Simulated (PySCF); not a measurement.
CsCl: everyday levels beside a composite calculation

PySCF; the state is a singlet (closed shell). The composite is CCSD(T) extrapolated to the basis-set limit from two correlation-consistent sets, with core-valence (CV) and scalar-relativistic (SR) terms as its label shows; it has no spin–orbit coupling and nothing beyond (T). Here it is CCSD(T)/CBS(DT)+CV. It gives Re = 2.926 Å, ωe = 212 cm⁻¹ and De = 4.46 eV to Cs + Cl.

```json
{"level": "RHF-MP2", "basis": "def2-TZVPP", "relativity": "scalar-relativistic core potentials", "Re (Å)": "2.937", "ωe (cm⁻¹)": "209", "De (eV)": "4.33"}
{"level": "RHF-CCSD", "basis": "def2-TZVPP", "relativity": "scalar-relativistic core potentials", "Re (Å)": "2.957", "ωe (cm⁻¹)": "205", "De (eV)": "4.10"}
{"level": "RHF-CCSD(T)", "basis": "def2-TZVPP", "relativity": "scalar-relativistic core potentials", "Re (Å)": "2.950", "ωe (cm⁻¹)": "207", "De (eV)": "4.16"}
{"level": "LDA", "basis": "def2-TZVPP", "relativity": "scalar-relativistic core potentials", "Re (Å)": "2.857", "ωe (cm⁻¹)": "228", "De (eV)": "4.80"}
{"level": "BP86", "basis": "def2-SVPD", "relativity": "scalar-relativistic core potentials", "Re (Å)": "2.999", "ωe (cm⁻¹)": "201", "De (eV)": "4.38"}
{"level": "r²SCAN", "basis": "def2-SVPD", "relativity": "scalar-relativistic core potentials", "Re (Å)": "3.008", "ωe (cm⁻¹)": "202", "De (eV)": "4.55"}
{"level": "r²SCAN", "basis": "def2-TZVPP", "relativity": "scalar-relativistic core potentials", "Re (Å)": "2.929", "ωe (cm⁻¹)": "213", "De (eV)": "4.53"}
{"level": "PBE0", "basis": "def2-TZVPP", "relativity": "scalar-relativistic core potentials", "Re (Å)": "2.910", "ωe (cm⁻¹)": "215", "De (eV)": "4.38"}
{"level": "PBE0", "basis": "x2c-TZVPall", "relativity": "spin-free X2C", "Re (Å)": "2.889", "ωe (cm⁻¹)": "217", "De (eV)": "4.43"}
{"level": "MN15", "basis": "def2-SVPD", "relativity": "scalar-relativistic core potentials", "Re (Å)": "2.987", "ωe (cm⁻¹)": "206", "De (eV)": "4.47"}
```

Problem. Give the difference of each row from the composite.

Solution. 

```tsv
level	basis	ΔRe (pm)	Δωe (%)	ΔDe (eV)
RHF-MP2	def2-TZVPP	+1.1	-1.4	-0.13
RHF-CCSD	def2-TZVPP	+3.1	-3.3	-0.36
RHF-CCSD(T)	def2-TZVPP	+2.4	-2.4	-0.30
LDA	def2-TZVPP	-6.9	+7.5	+0.34
BP86	def2-SVPD	+7.3	-5.2	-0.08
r²SCAN	def2-SVPD	+8.2	-4.7	+0.09
r²SCAN	def2-TZVPP	+0.3	+0.5	+0.07
PBE0	def2-TZVPP	-1.6	+1.4	-0.08
PBE0	x2c-TZVPall	-3.7	+2.4	-0.03
MN15	def2-SVPD	+6.1	-2.8	+0.01
```

Problem. Which rows come closest in De?

Solution. MN15 in def2-SVPD (+0.01 eV), counted from the composite.

Measured (Huber and Herzberg, Constants of Diatomic Molecules (1979)): Re = 2.906272 Å, ωe = 214.17 cm⁻¹; the composite is off by +19.3 mÅ and -2.3 cm⁻¹.

Correlated steps freeze the inner cores (5 to 28 orbitals); shallow outer-core shells are correlated. Spin–orbit coupling is left out, which matters for elements this heavy, above all for dissociation energies. Where the molecule has an RHF reference, its open-shell atoms are computed with UHF.
